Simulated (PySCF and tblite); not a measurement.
Values are calculated unless marked as measured or tabulated.
System: C₄H₃F₃, numbered as in [CH:1]#[C:2][C@@H:3]([F:4])[CH:5]([F:6])[F:7].

For the rotation about the C3–C5 bond (torsion C2–C3–C5–F6 from 175° to 66°, falling): electronic barrier 3.37 kcal/mol, zero-point change 0.01 kcal/mol, thermal and entropy terms at 250 K a further 0.47 kcal/mol (symmetry numbers apart). The minimum is C1, the saddle C1. Geometries: PBE0-D3(BJ)/def2-SVP; energies: PBE0/pcSseg-1 + D3(BJ); zero-point and thermal terms from GFN2-xTB harmonic modes (soft modes blended into free rotors). Rates follow Eyring's equation with the number of equivalent paths and no tunnelling. (PySCF 2.14 with density fitting, tblite 0.8.)

How many equivalent paths lead out of the minimum?

1: the symmetry number of the minimum is 1, that of the saddle displaced along its mode 1.

Work out the rate at 250 K.

ΔG‡ = 3.85 kcal/mol; k_B T/h = 5.2×10¹² s⁻¹; exp(−ΔG‡/RT) = 0.00043; times 1 gives k = 2.2×10⁹ s⁻¹. Wigner's tunnelling factor for the 37i cm⁻¹ mode would be 1.00.
